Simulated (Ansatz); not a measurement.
BiH2(iPr) (C₃H₉Bi). Total charge 0; singlet. Geometry PBE0-D4/def2-SVP.

| atom | x (Å) | y (Å) | z (Å) |
| --- | --- | --- | --- |
| Bi1 | 0.089 | 1.434 | 1.633 |
| C2 | 0.224 | -0.077 | -0.106 |
| C3 | -0.479 | 0.490 | -1.326 |
| C4 | -0.341 | -1.414 | 0.338 |
| H5 | 1.418 | 0.625 | 2.539 |
| H6 | 1.276 | 2.544 | 0.861 |
| H7 | 1.303 | -0.172 | -0.304 |
| H8 | -0.035 | 1.440 | -1.661 |
| H9 | -1.551 | 0.670 | -1.136 |
| H10 | -0.420 | -0.217 | -2.174 |
| H11 | -0.281 | -2.154 | -0.481 |
| H12 | 0.203 | -1.832 | 1.198 |
| H13 | -1.405 | -1.337 | 0.619 |

In the def2 sets Bi takes a core potential; there is no spin–orbit coupling. B3LYP takes the VWN-RPA correlation. Another isomer (singlet) lies 0.39 eV lower at PBE0-D4/def2-TZVP; other spin states weren't run for this one.

(1) Estimate the orbital energies around the gap (eV) in Ansatz with PBE-D4/def2-TZVP, revPBE-D4/def2-TZVP, r2SCAN-D4/def2-TZVP, B3LYP-D4/def2-TZVP, PBE0-D4/def2-TZVP.

Results:

(1) 
```tsv
orbital	PBE-D4/def2-TZVP	revPBE-D4/def2-TZVP	r2SCAN-D4/def2-TZVP	B3LYP-D4/def2-TZVP	PBE0-D4/def2-TZVP
HOMO−5	-9.33	-9.30	-9.71	-10.62	-10.84
HOMO−4	-8.37	-8.32	-8.68	-9.58	-9.79
HOMO−3	-8.22	-8.19	-8.54	-9.44	-9.63
HOMO−2	-7.52	-7.48	-7.85	-8.52	-8.71
HOMO−1	-6.82	-6.77	-7.09	-7.74	-7.90
HOMO	-5.78	-5.72	-5.98	-6.59	-6.75
LUMO	-1.07	-0.96	-0.80	-0.58	-0.33
LUMO+1	-0.61	-0.53	-0.37	-0.13	0.14
LUMO+2	-0.30	-0.23	0.17	0.16	0.46
LUMO+3	1.06	1.13	1.79	1.54	1.88
LUMO+4	1.49	1.55	2.26	1.96	2.28
LUMO+5	1.54	1.60	2.36	2.00	2.34
```
